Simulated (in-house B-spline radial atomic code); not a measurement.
Configurations of neutral vanadium, with energies counted from [Ar] 3d3 4s2. Method: scalar-relativistic (X2C) r2SCAN0, spin-polarised, spherical fractional occupations, exact exchange averaged over the configuration, Fermi nucleus of rms radius 3.6002 fm. Calculated with a B-spline radial code for spherical atoms. Shells without spins written out take the highest spin.

Occupations are held fixed; configurations that lie above the ionisation limit could autoionise.

```tsv
configuration	E - E(ref) (eV)	highest orbital	its <r> (bohr)
[Ar] 3d3 4s1 4p1	1.7862	4p up	4.211
[Ar] 3d3 4s1 5f1	6.0107	5f up	30.1
[Ar] 3d2 4s2 4p1	6.3375	4p up	3.889
[Ar] 3d2 4s2 5s1	9.2028	5s up	8.213
```

Problem. Order these further configurations by energy, lowest first.
A. [Ar] 3d2 4s2 5f1
B. [Ne] 3s2 3p5 3d3 4s2 4f1
C. [Ne] 3s2 3p5 3d3 4s2 4p1
D. [Ar] 3d3 4s1 4f1
E. [Ne] 3s2 3p5 3d4 4s2

Solution. D (5.7056 eV), A (11.192 eV), E (35.417 eV), C (43.364 eV), B (48.008 eV).
